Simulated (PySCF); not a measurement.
Can point charges reproduce the dipole moment of `C=C[C@@]1(C#N)CC[SiH2]OC1`?

Coordinates (GFN2-xTB, Å) and charges (e) from the PBE0/pcSseg-1 density (PySCF):

```json
{"atom": "C1", "x": "-1.691", "y": "1.672", "z": "0.087", "Mulliken": "-0.1043", "IAO": "-0.3033", "Hirshfeld": "-0.0851", "ESP-fitted": "-0.4181"}
{"atom": "C2", "x": "-1.546", "y": "0.447", "z": "-0.378", "Mulliken": "-0.0815", "IAO": "-0.1390", "Hirshfeld": "-0.0331", "ESP-fitted": "-0.1134"}
{"atom": "C3", "x": "-0.680", "y": "-0.640", "z": "0.216", "Mulliken": "-0.6738", "IAO": "-0.0258", "Hirshfeld": "+0.0280", "ESP-fitted": "+0.2883"}
{"atom": "C4", "x": "-1.562", "y": "-1.748", "z": "0.530", "Mulliken": "+0.2395", "IAO": "+0.1390", "Hirshfeld": "+0.0876", "ESP-fitted": "+0.1561"}
{"atom": "N5", "x": "-2.263", "y": "-2.620", "z": "0.763", "Mulliken": "-0.2383", "IAO": "-0.2456", "Hirshfeld": "-0.2258", "ESP-fitted": "-0.4126"}
{"atom": "C6", "x": "0.344", "y": "-1.127", "z": "-0.835", "Mulliken": "-0.1193", "IAO": "-0.2401", "Hirshfeld": "-0.0600", "ESP-fitted": "-0.0989"}
{"atom": "C7", "x": "1.242", "y": "0.009", "z": "-1.323", "Mulliken": "-0.5033", "IAO": "-0.5679", "Hirshfeld": "-0.1665", "ESP-fitted": "-0.3278"}
{"atom": "Si8", "x": "2.068", "y": "0.825", "z": "0.186", "Mulliken": "+0.8514", "IAO": "+1.0016", "Hirshfeld": "+0.4042", "ESP-fitted": "+0.5756"}
{"atom": "O9", "x": "0.953", "y": "0.784", "z": "1.372", "Mulliken": "-0.6342", "IAO": "-0.6423", "Hirshfeld": "-0.2181", "ESP-fitted": "-0.4029"}
{"atom": "C10", "x": "0.020", "y": "-0.240", "z": "1.529", "Mulliken": "+0.2763", "IAO": "-0.0446", "Hirshfeld": "+0.0153", "ESP-fitted": "-0.0924"}
{"atom": "H11", "x": "-2.329", "y": "2.382", "z": "-0.413", "Mulliken": "+0.1250", "IAO": "+0.1605", "Hirshfeld": "+0.0551", "ESP-fitted": "+0.1827"}
{"atom": "H12", "x": "-1.177", "y": "2.030", "z": "0.961", "Mulliken": "+0.1401", "IAO": "+0.1598", "Hirshfeld": "+0.0480", "ESP-fitted": "+0.1979"}
{"atom": "H13", "x": "-2.075", "y": "0.132", "z": "-1.271", "Mulliken": "+0.1094", "IAO": "+0.1510", "Hirshfeld": "+0.0504", "ESP-fitted": "+0.1324"}
{"atom": "H14", "x": "-0.202", "y": "-1.568", "z": "-1.676", "Mulliken": "+0.1392", "IAO": "+0.1466", "Hirshfeld": "+0.0456", "ESP-fitted": "+0.0712"}
{"atom": "H15", "x": "0.953", "y": "-1.918", "z": "-0.388", "Mulliken": "+0.1347", "IAO": "+0.1392", "Hirshfeld": "+0.0437", "ESP-fitted": "+0.0654"}
{"atom": "H16", "x": "0.635", "y": "0.733", "z": "-1.868", "Mulliken": "+0.1529", "IAO": "+0.1516", "Hirshfeld": "+0.0344", "ESP-fitted": "+0.0865"}
{"atom": "H17", "x": "1.964", "y": "-0.394", "z": "-2.033", "Mulliken": "+0.1468", "IAO": "+0.1554", "Hirshfeld": "+0.0449", "ESP-fitted": "+0.1038"}
{"atom": "H18", "x": "3.246", "y": "0.033", "z": "0.559", "Mulliken": "-0.1092", "IAO": "-0.1555", "Hirshfeld": "-0.0845", "ESP-fitted": "-0.1166"}
{"atom": "H19", "x": "2.304", "y": "2.253", "z": "0.062", "Mulliken": "-0.1095", "IAO": "-0.1302", "Hirshfeld": "-0.0751", "ESP-fitted": "-0.1065"}
{"atom": "H20", "x": "-0.726", "y": "0.101", "z": "2.256", "Mulliken": "+0.1322", "IAO": "+0.1546", "Hirshfeld": "+0.0479", "ESP-fitted": "+0.1164"}
{"atom": "H21", "x": "0.515", "y": "-1.129", "z": "1.943", "Mulliken": "+0.1258", "IAO": "+0.1348", "Hirshfeld": "+0.0422", "ESP-fitted": "+0.1127"}
```

Compute μ = Σ q r for each scheme (1 e·Å = 4.803 D) and compare with the dipole of the full density.

The full density gives (2.20, 2.15, -1.88) D, 3.60 D in size; dipole vectors point from the negative to the positive end.

| scheme | μx | μy | μz | size (D) | share of the full size (%) | angle to the full dipole (°) |
| --- | --- | --- | --- | --- | --- | --- |
| Mulliken | 2.82 | 2.36 | -0.74 | 3.74 | 104 | 21 |
| IAO | 2.57 | 1.40 | -1.88 | 3.48 | 97 | 13 |
| Hirshfeld | 1.65 | 1.74 | -0.94 | 2.57 | 71 | 10 |
| ESP-fitted | 2.22 | 2.13 | -1.90 | 3.62 | 100 | 0 |

Which set comes closest?

Length of the difference vector: ESP-fitted 0.03 D, IAO 0.83 D, Hirshfeld 1.16 D, Mulliken 1.32 D. Closest: ESP-fitted. ESP charges are fitted to the potential around the molecule, whose slowest-falling term is the dipole's. 

What is left for the Hirshfeld atoms' own dipoles?

The Hirshfeld atoms' densities add up to the full density, so μ = Σ q r + Σ (atomic dipoles). The atomic dipoles sum to (2.20, 2.15, -1.88) − (1.65, 1.74, -0.94) = (0.55, 0.41, -0.94) D, 1.16 D in size.

With the origin at the mean of the coordinates, (0.000, 0.001, 0.013) Å, which are the largest single terms, by size, of the IAO dipole along the direction of the full one?

Si8 +8.01, C7 -3.99, N5 +3.93, H19 -1.70, H17 +1.52 D; all 21 atoms together +3.39 D. The single terms depend on the origin, their sum doesn't.

Give the size of the full dipole in other units.

3.60 D = 1.418 au = 0.751 e·Å = 12.02 × 10⁻³⁰ C·m.

Isolated species at its GFN2-xTB geometry (one conformer only).
